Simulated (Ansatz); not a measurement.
Reactions of C₄H₁₃InN₂S (`C[N](C)[In]([SH])[N](C)C`).

Isolated molecules relaxed with PBE0-D4/def2-TZVP in Ansatz; ΔE leaves out vibrations. CCSD(T)/CBS adds triple-zeta CCSD(T) − MP2 to the extrapolated MP2 energy (def2 sets, frozen cores). This one scheme is used for every species, atoms too. Functionals use def2-TZVPP. Open shells (•) are unrestricted, without spin–orbit coupling. Spin–orbit coupling would lower the free atoms: a little for C, S; strongly for In. def2 core potentials past Kr. Bonds to In are less sure, by a few kJ/mol each and by 10 to 20 or more in all where they break to atoms, as the def2 sets lack core-valence functions. One conformer a species, not always the lowest.

```
                                                                reaction  B2PLYP (kJ/mol)  r2SCAN-D4 (kJ/mol)  PBE0-D4 (kJ/mol)  ωB97M-V (kJ/mol)
   `C[N](C)[In]([SH])[N](C)C` + `CC` → `C[CH2][In]([SH])[N](C)C` + `CNC`               20                  19                16                18
            `C[N](C)[In]([SH])[N](C)C` + H₂ → `C[N](C)[InH][SH]` + `CNC`              -35                 -32               -37               -34
       `C[N](C)[In]([SH])[N](C)C` + H–F → `C[N](C)[In]([F])[SH]` + `CNC`              -76                 -76               -66               -71
             `C[N](C)[In]([SH])[N](C)C` → 4 C• + 13 H• + In• + 2 N• + S•             7368                7452              7487              7487
`C[N](C)[In]([SH])[N](C)C` + `CNC` → `C[N](C)[In]([N](C)C)[N](C)C` + H₂S              102                 102               105               100
                `C[N](C)[In]([SH])[N](C)C` → `C[N](C)[InH][SH]` + `C=NC`               88                 100               108                99
      `C[N](C)[In]([SH])[N](C)C` + HCl → `C[N](C)[In]([SH])[Cl]` + `CNC`             -131                -132              -131              -129
```

Give the CCSD(T)/CBS values in the same order. (Estimate.)

Ansatz gave: 24, -19, -57, 7477, 93, 110, -119 kJ/mol.

Largest T1 diagnostic: 0.015, for `C[N](C)[InH][SH]`.
